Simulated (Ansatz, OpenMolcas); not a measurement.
C3H12AlN (SMILES C[N+](C)(C)[AlH3-]): the vertical ionisation energy, rung by rung

The species is C3H12AlN (17 atoms), meant as a singlet with charge 0. As SMILES, `C[N+](C)(C)[AlH3-]`. The coordinates come from a PBE0-D4/def2-TZVP relaxation.

Quantity: the vertical ionisation energy (to the doublet cation), in eV. The values are calculated.

```
                              level                   kind     program  value (eV)  CPU time (all runs)
    HF/6-31G* (spherical functions)           Hartree–Fock      Ansatz        9.18                 32 s
  BLYP/6-31G* (spherical functions)                    GGA  OpenMolcas        9.08              5.7 min
revPBE/6-31G* (spherical functions)                    GGA      Ansatz        9.16                 58 s
  TPSS/6-31G* (spherical functions)               meta-GGA  OpenMolcas        9.38              6.1 min
 B3LYP/6-31G* (spherical functions)          global hybrid      Ansatz        9.55                 96 s
  PBE0/6-31G* (spherical functions)          global hybrid  OpenMolcas        9.55              3.3 min
 B3LYP/6-31G* (Cartesian functions)          global hybrid      Ansatz        9.55                 97 s
  CCSD/6-31G* (spherical functions)  coupled cluster or CI      Ansatz        9.42              2.5 min
```

The values span 9.08 to 9.55 eV. Times are those of the runs behind each value, whatever else they computed, on shared processors of several kinds: orders of magnitude only.
